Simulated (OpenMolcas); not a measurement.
Yb3+: moving or changing the point charges

Yb3+ among 6 point charges of -1 e arranged as a tetragonal octahedron (D4h), 2.26 Å from the ion, with the axial distance 2.531 Å.

```json
{"Program": "OpenMolcas", "Method": "SS-CASPT2, IPEA 0.25 Eh, imaginary shift 0.1 Eh (closed shells correlated: 5s 5p)", "Basis": "ANO-RCC-VDZP [7s6p4d2f1g]", "Scalar Hamiltonian": "DKH2, point nucleus", "Active space": "13 electrons in 7 orbitals (4f)", "State averaging": "2S+1 = 2 odd, 7 roots", "Spin-orbit coupling": "RASSI with atomic mean-field integrals over the reference wave functions"}
```

Runs around this geometry, states (labels of D4, the rotations of D4h). Energies in cm-1 above the lowest state or level, χT in cm3 K/mol.

| R (Å) | q (e) | Ground state | First state of that spin | First gap with spin-orbit (degeneracies) | Width of lowest J | χT at 300 K |
| --- | --- | --- | --- | --- | --- | --- |
| 2.26 | -0.5 | 2E | 2B2 310 | 270 (2, 2) | 362 | 2.507 |
| 2.26 | -1 | 2E | 2B2 520 | 470 (2, 2) | 668 | 2.388 |
| 2.48 | -1 | 2E | 2B2 400 | 360 (2, 2) | 494 | 2.460 |
| 2.69 | -1 | 2E | 2B2 320 | 290 (2, 2) | 378 | 2.505 |

Taking the width of the lowest J multiplet as R^-n, n = -ln(378 / 668) / ln(2.69 / 2.26) = 3.3 between the shortest and longest distance.

Scaling the charges by -0.5 / -1 = 0.50 scales the width of the lowest J multiplet by 362 / 668 = 0.54; with fixed orbitals a first-order splitting would follow the charge.

Roots that are degenerate in the reference are averaged as groups; the widest CASPT2 spread within a group is 55 cm-1 (the 2-fold group of multiplicity 2 near 395 cm-1 above the lowest state of its run, R = 2.69, q = -1). Shifts and gaps below about the spread of the groups concerned are not significant. This is an electrostatic model: the charges have no orbitals. An unlabelled pair can be two single states that coincide in this model. No measured value stands beside these numbers.
